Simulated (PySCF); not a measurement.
Correlation energy of Sb (antimony, neutral)

[Kr] 4d10 5s2 5p3, high-spin 4S determinant. All numbers are calculated (PySCF 2.14, scalar relativity through the core potential, in aug-cc-pVDZ-PP with ECP28MDF). Frozen: 4s2 4p6 4d10; 5 electrons correlated.

MP2 pair energies summed by pair of shells (mhartree):

| pair | energy | share (%) |
| --- | --- | --- |
| 5s-5p | -30.62 | 64.0 |
| 5p-5p | -11.10 | 23.2 |
| 5s-5s | -6.13 | 12.8 |

Total MP2 correlation energy: -47.85 mhartree.

Same-spin part -13.38 and opposite-spin part -34.47 mhartree; SCS-MP2 scales them by 1/3 and 6/5 to -45.82 mhartree.

| level | correlation energy (mhartree) |
| --- | --- |
| CCSD | -60.99 |
| (T) | -0.93 |
| CCSD(T) | -61.92 |

Diagnostics: T1 = 0.0036, D1 = 0.0079, largest double amplitude 0.040.

Task: Is a single reference adequate?

Result: Yes, within this model without spin-orbit coupling: T1 lies below 0.03 and no double amplitude reaches 0.07.
